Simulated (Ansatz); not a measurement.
```yaml
crystal:
  periodic: [false, false, false]
  atoms:
    - {symbol: C, position_ang: [-2.002990, 0.273572, -0.197062]}
    - {symbol: B, position_ang: [-0.901964, 0.290464, 0.723162]}
    - {symbol: Al, position_ang: [0.736983, -0.767049, 0.627941]}
    - {symbol: Al, position_ang: [2.656960, -0.112115, -0.626156]}
    - {symbol: H, position_ang: [-1.873433, 1.108418, -0.760343]}
    - {symbol: H, position_ang: [-2.061957, -0.501621, -0.831767]}
    - {symbol: H, position_ang: [-2.893133, 0.407451, 0.254645]}
    - {symbol: H, position_ang: [-0.971157, 1.049012, 1.532011]}
    - {symbol: H, position_ang: [0.813096, -2.028973, 1.387814]}
    - {symbol: H, position_ang: [3.718399, 0.731973, -0.060065]}
    - {symbol: H, position_ang: [2.839456, -0.503757, -2.031228]}
basis:
  gaussian: {orbitals: STO-3G}
hamiltonian: {xc: {name: M06-2X}, pseudopotentials: {relativity: none}}
accuracy: high
```

```sh
$ ansatz run in.yaml --threads 2 --pin off --events-out ev --progress --plain --max-ram 4352MiB
```

Output, abridged:

```
Error: YAML parse error: error: line 17 column 19: hamiltonian.xc: no functional is named "M06-2X"; the names, which are not case-sensitive, are SVWN5, SPW92, PBE, PBE0, PBEsol, revPBE, revPBE0, RPBE, rPW86-PBE, HSE06, wPBEh, LC-wPBE, HISS, HF, BLYP, B3LYP, B3LYP5, BHLYP, CAM-B3LYP, r2SCAN, r2SCANh, r2SCAN0, r2SCAN50, m-r2SCAN, B97, wB97, wB97X, wB97X-V, B97M-V, wB97M-V, B2PLYP, B2GP-PLYP, PBE0-DH, PBE-QIDH
15 | basis:
16 |   gaussian: {orbitals: STO-3G}
17 | hamiltonian: {xc: {name: M06-2X}, pseudopotentials: {relativity: none}}
18 | accuracy: high
```

In this input the method's name isn't one that the program takes here. The program refused the input.
